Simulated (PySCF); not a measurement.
A calculated (wB97X, PySCF 2.14, dyall-av2z, no relativity, point nucleus) atom or ion has these occupied shells.

| shell | electrons | orbital energy (eV) | rms radius, mean of both spins (bohr) |
| --- | --- | --- | --- |
| 1s α | 1 | -31713.9 | 0.0332 |
| 1s β | 1 | -31713.9 | 0.0332 |
| 2s α | 1 | -4797.2 | 0.134 |
| 2s β | 1 | -4797.2 | 0.134 |
| 2p α | 3 | -4506.3 | 0.116 |
| 2p β | 3 | -4506.3 | 0.116 |
| 3s α | 1 | -975.77 | 0.350 |
| 3s β | 1 | -975.74 | 0.350 |
| 3p α | 3 | -853.27 | 0.342 |
| 3p β | 3 | -853.23 | 0.342 |
| 3d α | 5 | -626.28 | 0.314 |
| 3d β | 5 | -626.24 | 0.314 |
| 4s α | 1 | -175.87 | 0.818 |
| 4s β | 1 | -175.79 | 0.818 |
| 4p α | 3 | -132.64 | 0.859 |
| 4p β | 3 | -132.56 | 0.859 |
| 4d α | 5 | -58.582 | 0.988 |
| 4d β | 5 | -58.498 | 0.988 |
| 5s α | 1 | -21.324 | 2.22 |
| 5s β | 1 | -20.103 | 2.22 |
| 5p α | 3 | -10.943 | 2.67 |
| 5p β | 2 | -10.211 | 2.67 |

(1) Name the element and its charge.

Results:

(1) I (iodine, neutral), in [Kr] 4d10 5s2 5p5, 2P determinant.
